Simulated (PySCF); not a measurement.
Excitations are Tamm–Dancoff values on a coarser integration grid. The basis has no diffuse functions, so Rydberg states are missing or too high.

Cartesian coordinates (Å):
SMILES: NBN
```xyz
8

N      1.2256    -0.2613     0.0579
B      0.0270     0.4834     0.0124
N     -1.2469    -0.1201    -0.0677
H      2.1250     0.1799     0.1148
H      1.2719    -1.2661     0.0375
H      0.0936     1.6767     0.0430
H     -2.0915     0.4208    -0.0994
H     -1.4047    -1.1132    -0.0985
```
Charge 0, multiplicity 1.

Task: Give the HOMO, brightest of the four lowest singlets (TDA) and dipole moment at the level PySCF with M06-2X/def2-TZVP // B3LYP-D3(BJ)/def2-TZVP.

Result: 
```json
{
  "HOMO": "-8.29 eV",
  "brightest of the four lowest singlets (TDA)": "8.31 eV",
  "dipole_moment": "1.27 D"
}
```
